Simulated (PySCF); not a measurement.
**From orbital energies to the Hartree-Fock energy**

System: F2Mg, singlet, geometry from GFN2-xTB (such geometries of metal compounds can be far from the true shape). Level: HF/6-31+G* (PySCF). Sums are taken with unrounded values, so a last digit can differ.

Occupied orbital energies (Eh, each doubly occupied): -49.05020, -26.20312, -26.20311, -3.80267, -2.32471, -2.32446, -2.32407, -1.47158, -1.46570, -0.59990, -0.57842, -0.56484, -0.56301, -0.55790, -0.55496. One-electron energy -721.65324 Eh, nuclear repulsion 80.81704 Eh.

Work out the total energy, and say why twice the sum of orbital energies isn't the electronic energy.

Twice the sum of the occupied levels is -237.17729 Eh. It holds the one-electron energy once and the electron-electron energy twice, since each pair is counted from both sides: 2Σε = E1 + 2 E2. So E2 = (-237.17729 - (-721.65324))/2 = 242.23798 Eh, and E = E1 + E2 + E_nuc = -398.59823 Eh. PySCF's converged energy is -398.59823 Eh.
